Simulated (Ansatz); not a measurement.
# Molecular dynamics of H6C2O

input.yaml

```yaml
accuracy: low
crystal:
  lattice:
    - [7.293633, 0.0, 0.0]
    - [0.0, 7.293633, 0.0]
    - [0.0, 0.0, 7.293633]
  atoms:
    - { symbol: C, position: [0.55339856, 0.3651797, 0.99543079] }
    - { symbol: C, position: [0.56525846, 0.36733982, 0.77821997] }
    - { symbol: O, position: [0.4262428, 0.24977984, 0.71301185] }
    - { symbol: H, position: [0.43346854, 0.21946485, 0.59443862] }
    - { symbol: H, position: [0.53229748, 0.50313631, 0.73425268] }
    - { symbol: H, position: [0.71090075, 0.33880655, 0.74009393] }
    - { symbol: H, position: [0.6519575, 0.47137923, 1.04934017] }
    - { symbol: H, position: [0.40948916, 0.41434011, 1.02938995] }
    - { symbol: H, position: [0.58606557, 0.23015362, 1.06504852] }
    - { symbol: C, position: [0.94467458, 0.11045398, 0.49303546] }
    - { symbol: C, position: [0.79710533, 0.16390085, 0.3621711] }
    - { symbol: O, position: [0.69596015, 0.01646884, 0.28232431] }
    - { symbol: H, position: [0.8029789, -0.04256574, 0.1993276] }
    - { symbol: H, position: [0.69656696, 0.25365227, 0.43272355] }
    - { symbol: H, position: [0.84459261, 0.24971579, 0.25445288] }
    - { symbol: H, position: [0.99384912, 0.23707194, 0.56406295] }
    - { symbol: H, position: [0.89724076, 0.02225884, 0.6026712] }
    - { symbol: H, position: [1.05868888, 0.03156664, 0.43187582] }
    - { symbol: C, position: [0.74231112, 0.82167255, 0.8229436] }
    - { symbol: C, position: [0.93245966, 0.83054304, 0.88718336] }
    - { symbol: O, position: [0.94871183, 0.97373997, 1.03749784] }
    - { symbol: H, position: [0.87541217, 1.07498612, 0.97965373] }
    - { symbol: H, position: [0.97744519, 0.71076608, 0.97320729] }
    - { symbol: H, position: [1.02580726, 0.84287448, 0.76147856] }
    - { symbol: H, position: [0.65889945, 0.82792499, 0.95135312] }
    - { symbol: H, position: [0.69677102, 0.94032447, 0.74514197] }
    - { symbol: H, position: [0.68375809, 0.71152284, 0.74167703] }
    - { symbol: C, position: [0.29997984, 0.54567752, 0.37127843] }
    - { symbol: C, position: [0.14004914, 0.45695982, 0.26029671] }
    - { symbol: O, position: [-0.02938011, 0.54426539, 0.30956693] }
    - { symbol: H, position: [-0.12734984, 0.47022981, 0.26157629] }
    - { symbol: H, position: [0.18361567, 0.45817279, 0.11820559] }
    - { symbol: H, position: [0.14185015, 0.31209018, 0.29882317] }
    - { symbol: H, position: [0.43069787, 0.4703261, 0.34810647] }
    - { symbol: H, position: [0.31652704, 0.6917613, 0.34276382] }
    - { symbol: H, position: [0.27542769, 0.52927183, 0.52551713] }
basis:
  ecutwfc: 420.0
kpoints:
  mp_grid: { grid: [1, 1, 1] }
hamiltonian:
  xc: pbe
  dispersion: d3bj
scf:
  occupations: { method: fermi_dirac, width: 0.05 }
  lower_state_search: "off"
md:
  timestep: 0.5
  n_steps: 350
  ensemble: nve
  temperature: 400.0
  initial_velocities: maxwell_boltzmann
  seed: 984965
```

Run as:

```bash
$ ansatz run input.yaml --threads 1 --pin off --max-ram 3072MiB --backend cpu --events-out ev --progress --plain --runs-dir out
```

It goes on from the last frame of an earlier run, with new velocities.

Output, in part (step lines):

```
md step     0: t =     0.00 fs  T =   400.0 K  F+E_penalty+E_count = -4660.75030181 eV  E_kin = 1.809640 eV  conserved = -4658.94066183 eV  (9 SCF iters)
md step     1: t =     0.50 fs  T =   408.4 K  F+E_penalty+E_count = -4660.79039788 eV  E_kin = 1.847668 eV  conserved = -4658.94272956 eV  (8 SCF iters)
md step     2: t =     1.00 fs  T =   418.4 K  F+E_penalty+E_count = -4660.83720769 eV  E_kin = 1.892723 eV  conserved = -4658.94448507 eV  (8 SCF iters)
md step     3: t =     1.50 fs  T =   424.4 K  F+E_penalty+E_count = -4660.86420218 eV  E_kin = 1.919952 eV  conserved = -4658.94425054 eV  (8 SCF iters)
md step     4: t =     2.00 fs  T =   426.6 K  F+E_penalty+E_count = -4660.87255568 eV  E_kin = 1.929948 eV  conserved = -4658.94260749 eV  (8 SCF iters)
md step     5: t =     2.50 fs  T =   429.5 K  F+E_penalty+E_count = -4660.88439170 eV  E_kin = 1.943154 eV  conserved = -4658.94123750 eV  (5 SCF iters)
md step     6: t =     3.00 fs  T =   437.1 K  F+E_penalty+E_count = -4660.91886772 eV  E_kin = 1.977520 eV  conserved = -4658.94134809 eV  (4 SCF iters)
md step     7: t =     3.50 fs  T =   449.0 K  F+E_penalty+E_count = -4660.97416217 eV  E_kin = 2.031220 eV  conserved = -4658.94294193 eV  (4 SCF iters)
[... lines left out ...]
```

The steps, from the saved trajectory:

```tsv
time (fs)	T (K)	potential energy less start (eV)	conserved less start (meV/atom)
0.0	400	0.000	0.00
5.5	446	-0.211	-0.08
11.0	398	0.006	-0.14
16.5	416	-0.075	-0.12
22.0	411	-0.051	-0.03
27.5	467	-0.309	-0.11
33.0	435	-0.163	-0.11
38.5	506	-0.489	-0.25
44.0	494	-0.434	-0.25
49.5	418	-0.082	-0.06
55.0	422	-0.099	0.03
60.5	466	-0.306	-0.15
66.0	478	-0.362	-0.21
71.5	484	-0.391	-0.28
77.0	397	0.014	0.02
82.5	426	-0.120	-0.02
88.0	373	0.120	-0.03
93.5	490	-0.411	-0.18
99.0	389	0.044	-0.17
104.5	436	-0.163	-0.02
110.0	407	-0.030	0.03
115.5	449	-0.223	-0.06
121.0	465	-0.300	-0.17
126.5	470	-0.322	-0.19
132.0	432	-0.146	-0.04
137.5	386	0.063	-0.03
143.0	438	-0.172	-0.04
148.5	398	0.006	-0.13
154.0	406	-0.029	-0.12
159.5	434	-0.155	-0.04
165.0	349	0.228	-0.06
170.5	396	0.016	0.01
```

All steps were run. The conserved energy stayed within 0.31 meV per atom of its start (net change -0.087 meV per atom), so the integration is sound. A run of 0.17 ps of so small a system gives no equilibrium averages. Limits of this set-up: coarse k mesh, low accuracy level.

Mean squared displacements from the first frame to the last, about the centre of mass: C 0.88 Å², O 1.10 Å², H 1.89 Å².

Last frame:

```xyz
36
Lattice="7.2936 0.0000 0.0000 0.0000 7.2936 0.0000 0.0000 0.0000 7.2936" Properties=species:S:1:pos:R:3
C 3.098 2.712 6.633
C 3.438 2.667 5.104
O 2.741 1.619 4.499
H 3.382 1.007 4.141
H 3.072 3.680 4.677
H 4.514 2.648 4.871
H 3.475 3.611 7.071
H 2.052 2.708 6.759
H 3.452 1.828 7.177
C 7.120 0.484 3.280
C 5.605 0.552 3.204
O 4.984 -0.547 2.541
H 5.518 -1.278 2.624
H 5.151 0.625 4.209
H 5.311 1.441 2.673
H 7.649 1.239 3.843
H 7.489 -0.477 3.658
H 7.567 0.677 2.334
C 5.898 6.495 6.468
C 7.145 5.715 6.762
O 8.234 6.608 6.856
H 8.034 7.212 6.174
H 7.098 5.272 7.730
H 7.192 4.965 5.995
H 5.735 7.376 7.180
H 5.893 6.958 5.426
H 4.943 5.896 6.493
C 1.950 5.233 2.334
C 1.131 4.057 2.685
O -0.299 4.270 2.951
H -0.618 3.451 3.380
H 1.056 3.246 1.962
H 1.535 3.725 3.672
H 2.923 4.883 2.005
H 1.653 5.843 1.499
H 2.086 5.947 3.184
```

The run took 11 min on 1 thread of Arm Neoverse V1 (shared host), peak memory 0.4 GiB.
